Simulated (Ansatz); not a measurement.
# Two structures, one formula

Two isomers of CH₆BLiSi, singlet, relaxed at PBE0-D4/def2-TZVP (vibrations not checked).

A:

```
10
angstrom
Li -1.6135 0.9878 -1.3148
Si -0.4150 1.4428 0.6706
B 0.0444 -0.0617 -0.3802
C 0.9013 -1.3094 0.0581
H -1.4449 2.3434 -0.0132
H -0.6942 1.4937 2.1265
H -0.1431 0.0195 -1.6039
H 0.4130 -2.2414 -0.2502
H 1.0689 -1.3671 1.1356
H 1.8832 -1.3077 -0.4286
```

B:

Li1  (-1.682, -0.965, -2.034)
B2  (-0.409, 0.062, -0.559)
C3  (0.170, 1.516, -0.538)
Si4  (0.112, -1.218, 0.910)
H5  (1.175, 1.354, -0.976)
H6  (0.361, 1.949, 0.451)
H7  (-0.317, 2.260, -1.172)
H8  (-1.152, -1.681, 1.573)
H9  (1.035, -0.816, 2.029)
H10  (0.707, -2.460, 0.316)
(Å)

Program: Ansatz 0.2.0. Basis: def2-TZVPP. Cores are frozen in the correlated methods. The outer core shell of Li, Na, Mg and K is correlated. B3LYP uses VWN-RPA correlation.

Question: Which structure is lower at CCSD(T), and by how much? (Judge from chemistry; the value comes from the calculation.)

Answer: Computed: A, by 31.15 kcal/mol (electronic energy, against the other). By their contacts, A is CH₆BLiSi ([CH3][B]12[H][Li]13[H][SiH]32) and B is CH₆BLiSi ([Li][B]([CH3])[SiH3]).

All methods give the same order:

| method | E(B) − E(A) (kcal/mol) |
| --- | --- |
| PBE-D4 | 34.05 |
| r2SCAN-D4 | 34.14 |
| PBE0-D4 | 32.46 |
| B3LYP-D4 | 30.10 |
| wB97M-V | 29.85 |
| HF | 19.98 |
| MP2 | 32.80 |
| CCSD | 29.06 |
| CCSD(T) | 31.15 |

The T1 diagnostic stays at or below 0.016. The restricted Hartree–Fock reference is unstable towards an unrestricted one at one or more of these structures.

Labels in which every atom is bracketed show which atoms are joined, not bond orders.
